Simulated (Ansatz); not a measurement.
Basis-set extrapolation for CH₈FNO₂Si₂, SMILES `C[Si@H](O)N[Si@@H](O)F` (PBE0-D4/def2-TZVP geometry, frozen core, Ansatz 0.2.0). Multiplicity 1, RHF reference.

|  | def2-TZVPP | def2-QZVPP |
| --- | --- | --- |
| HF | -924.458686 | -924.494724 |
| MP2 correlation | -1.355708 | -1.465577 |
| CCSD(T) correlation | -1.445764 | not run |

Energies in hartree. Use E(X) = E(∞) + A·exp(−7.88·√X) for Hartree–Fock and E(X) = E(∞) + B·X^(−2.97) for correlation, with X = 3 and 4, and add CCSD(T) minus MP2 of the smaller set to the MP2 limit.

Question: What is the CCSD(T) energy at the basis-set limit?

Answer: HF limit: -924.494724 + (-0.036038) × 0.13774 = -924.49969. MP2 limit: -1.465577 + (-0.109869) × 0.74074 = -1.54696. Higher-order term: -1.445764 − (-1.355708) = -0.09006. Total: -926.13671 hartree, 145.7 kcal/mol below CCSD(T)/def2-TZVPP.
